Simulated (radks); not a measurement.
The numbers below are computed, except where a source is named.
N, 7 electrons, occupied as [He] 2s2 2p(1/2: 2, 3/2: 1). Level of theory: Dirac Kohn-Sham, LDA (Slater exchange, Perdew-Wang correlation), spin-unpolarised, spherical densities, finite nucleus; Fermi nuclear charge, rms radius 2.5582 fm (a radial shooting solver on a logarithmic mesh with Libxc functionals).

Unscreened Slater integrals over Kohn-Sham orbitals (cm^-1). Large and small components are both included.

F0(2p3/2,2p3/2): 138620
F2(2p3/2,2p3/2): 60948
F0(2p3/2,2p1/2): 138710
G2(2p3/2,2p1/2): 60972
F0(2p3/2,2s1/2): 144010
G1(2p3/2,2s1/2): 87023
F0(2p3/2,1s1/2): 203930
G1(2p3/2,1s1/2): 19883
F0(2p1/2,2p1/2): 138790
F0(2p1/2,2s1/2): 144100
G1(2p1/2,2s1/2): 87067
F0(2p1/2,1s1/2): 204190
G1(2p1/2,1s1/2): 19933
F0(2s1/2,2s1/2): 150580
F0(2s1/2,1s1/2): 215090
G0(2s1/2,1s1/2): 15277
F0(1s1/2,1s1/2): 895420
